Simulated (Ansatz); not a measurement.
Reaction (redistribution): `CCBBO` + `NCN[SiH3]` → `CCBCN` + `OBN[SiH3]`

Calculated with Ansatz (gas phase, PBE0-D4/def2-TZVP geometries, no zero-point term in ΔE). CBS: MP2 limit from def2 TZ/QZ plus the TZ coupled-cluster correction, frozen cores. DFT in def2-TZVPP. B3LYP here is the variant with VWN-RPA as its local correlation; programs differ in this. Each species was taken in one conformer, which may not be the lowest.

`CCBBO`:

```xyz
13

C    -1.431   -0.558   -0.559
C    -0.959    0.713    0.134
B     0.541    0.821    0.555
B     1.643   -0.451    0.552
O     2.525   -0.798   -0.423
H    -1.225   -1.441    0.052
H    -0.918   -0.702   -1.514
H    -2.504   -0.544   -0.766
H    -1.513    0.867    1.077
H    -1.229    1.607   -0.446
H     0.884    1.886    1.007
H     1.694   -1.165    1.527
H     2.494   -0.234   -1.199
```

`NCN[SiH3]`:

Z-matrix (Å, degrees):
```
C
N 1 1.437
N 1 1.448 2 109.5
H 1 1.100 2 112.6 3 -118.9
H 1 1.103 2 107.1 3 124.4
Si 2 1.714 1 124.6 3 -146.0
H 2 1.009 1 112.5 3 53.2
H 3 1.012 1 111.2 2 -172.8
H 3 1.013 1 110.4 2 66.9
H 6 1.495 2 115.5 1 -69.6
H 6 1.489 2 108.6 1 50.2
H 6 1.486 2 107.4 1 170.2
```

`CCBCN`:

Z-matrix (Å, degrees):
```
C
C 1 1.523
H 1 1.093 2 112.0
H 1 1.093 2 111.4 3 -120.2
H 1 1.093 2 111.4 3 120.2
B 2 1.560 1 118.8 3 180.0
H 2 1.100 1 110.7 3 55.3
H 2 1.102 1 110.5 3 -57.5
C 6 1.555 2 123.2 1 -0.7
H 6 1.205 2 117.7 1 -178.0
N 9 1.452 6 116.1 2 169.4
H 9 1.114 6 102.9 2 -64.9
H 9 1.099 6 109.4 2 44.5
H 11 1.011 9 111.0 6 41.7
H 11 1.011 9 112.2 6 162.4
```

`OBN[SiH3]`:

```xyz
10

O    -1.546    0.412   -0.832
B    -0.408   -0.227   -1.244
N     0.626   -0.375   -0.297
Si    0.583    0.184    1.352
H    -2.212    0.483   -1.517
H    -0.294   -0.643   -2.365
H     1.462   -0.846   -0.604
H    -0.511   -0.461    2.121
H     0.411    1.657    1.426
H     1.889   -0.185    1.959
```

```tsv
level	ΔE (kcal/mol)	difference from CCSD(T)/CBS
PBE-D4	-46.8	2.7
r2SCAN-D4	-49.6	-0.1
PBE0-D4	-48.1	1.4
B3LYP-D4	-48.6	0.9
B2PLYP	-49.3	0.2
PBE	-46.6	2.9
PBE0	-48.0	1.5
B3LYP	-48.3	1.2
HF/def2-TZVPP	-49.5	0.0
SCS-MP2/def2-TZVPP	-49.6	-0.1
CCSD/def2-TZVPP	-49.1	0.4
CCSD(T)/def2-TZVPP	-49.1	0.4
MP2/def2-QZVPP	-51.2	-1.7
HF/CBS(def2)	-49.6	-0.1
MP2/CBS(def2)	-51.3	-1.8
CCSD/CBS(def2)	-49.5	0.0
CCSD(T)/CBS	-49.5	0
```

Largest T1 diagnostic among the species: 0.012.

From PBE to PBE0 (25 % exact exchange), in def2-TZVPP and without D4, ΔE moves by −1.4 kcal/mol.
